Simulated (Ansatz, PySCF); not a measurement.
Li(Me) (CH₃Li), SMILES [Li][CH3]. Atoms are numbered in the order given.

```xyz
5

Li     0.0000     0.0000    -1.5793
C      0.0000     0.0000     0.3895
H      0.8782    -0.5071     0.8103
H     -0.8782    -0.5071     0.8103
H      0.0000     1.0141     0.8103
```

Geometry: B3LYP-D3(BJ)/def2-TZVPD. The isomer is the one that the SMILES or the coordinates give; other isomers of the formula were not compared.

Two levels are set side by side: PBE-D3(BJ)/def2-TZVPD (Ansatz, a program for electronic structure) and B3LYP-D3(BJ)/def2-TZVPD (Ansatz). Each level has its own optimised geometry; the coordinates shown are those of the second. Frequencies come from the Hessian of PySCF at each geometry. Differences are taken from unrounded values.

| quantity | B3LYP-D3(BJ) | PBE-D3(BJ) | PBE-D3(BJ) minus B3LYP-D3(BJ) |
|---|---|---|---|
| mean bond length (Å) | 1.316 | 1.323 | 0.007 |
| bond Li1–C2 (Å) | 1.969 | 1.973 | 0.005 |
| bond C2–H3 (Å) | 1.098 | 1.106 | 0.008 |
| bond C2–H4 (Å) | 1.098 | 1.106 | 0.008 |
| bond C2–H5 (Å) | 1.098 | 1.106 | 0.008 |
| highest harmonic wavenumber (cm⁻¹) | 3024 | 2981 | -42 |
| mean harmonic wavenumber (cm⁻¹) | 1611 | 1574 | -37 |
| zero-point energy (kcal/mol) | 20.73 | 20.26 | -0.48 |

Exact exchange shortens and stiffens bonds; PBE has none. Differences between two approximate levels are no errors against the true value.
